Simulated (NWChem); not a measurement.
System meant: SnH$_{2}$, singlet; SMILES [SnH2]

Input file for NWChem:

```
start job
memory heap 200 mb stack 900 mb global 1100 mb
geometry units angstroms noautoz
  Sn     0.000000     0.000000     0.019422
  H      0.000000    -1.261879    -1.237156
  H      0.000000     1.261879    -1.237156
end
basis spherical
  * library def2-svp
end
dft
  xc xpbe96 cpbe96
  iterations 150
  mulliken
end
task dft energy
```

End of the output:

```
             Grid Information
             ----------------
          Grid used for XC integration:  medium
          Radial quadrature: Mura-Knowles
          Angular quadrature: Lebedev.
          Tag              B.-S. Rad. Rad. Pts. Rad. Cut. Ang. Pts.
          ---              ---------- --------- --------- ---------
          Sn                  1.45      123           8.0       590
          H                   0.35       45           8.0       434
          Grid pruning is: on
          Number of quadrature shells:   168
          Spatial weights used:  Erf1

          Convergence Information
          -----------------------
          Convergence aids based upon iterative change in
          total energy or number of iterations.
          Levelshifting, if invoked, occurs when the
          HOMO/LUMO gap drops below (HL_TOL):  1.00D-02
          DIIS, if invoked, will attempt to extrapolate
          using up to (NFOCK): 10 stored Fock matrices.

                    Damping( 0%)  Levelshifting(0.5)       DIIS
                  --------------- ------------------- ---------------
          dE  on:    start            ASAP                start
          dE off:    2 iters        150 iters           150 iters

      Screening Tolerance Information
      -------------------------------
          Density screening/tol_rho:  1.00D-10
          AO Gaussian exp screening on grid/accAOfunc:  14
          CD Gaussian exp screening on grid/accCDfunc:  20
          XC Gaussian exp screening on grid/accXCfunc:  20
          Schwarz screening/accCoul:  1.00D-08

      Superposition of Atomic Density Guess
      -------------------------------------

      charge =      50.0 Sn (Tin)

      symmetry species            s     p     d     f
      number of basis functions =10     7     6
      number of cont. functions = 4     4     2
      number of closed shells   = 5     3     2
      number of open shells     = 0     1     0
      open shell occupation     = 0     2     0
 ------------------------------------------------------------------------
 atomscf:atomd: error in atom scf                   0
 ------------------------------------------------------------------------
 ------------------------------------------------------------------------
  current input line :
    16: task dft energy
 ------------------------------------------------------------------------
 ------------------------------------------------------------------------
 This error has not yet been assigned to a category
 ------------------------------------------------------------------------
 For more information see the NWChem manual at https://nwchemgit.github.io

0:atomscf:atomd: error in atom scf:Received an Error in Communication
```

What is wrong, and how is it mended?

The program stopped with an error. Cause: the def2 basis of a heavy element holds valence functions alone and wants its effective core potential (without it all electrons must fit into that basis). This input runs:
```
start job
memory heap 200 mb stack 900 mb global 1100 mb
geometry units angstroms noautoz
  Sn     0.000000     0.000000     0.019422
  H      0.000000    -1.261879    -1.237156
  H      0.000000     1.261879    -1.237156
end
basis spherical
  * library def2-svp
end
ecp
  Sn library def2-ecp
end
dft
  xc xpbe96 cpbe96
  iterations 150
  mulliken
end
task dft energy
```
It converges to -215.43933 Ha (PBE/def2-SVP with def2 effective core potentials on Sn).
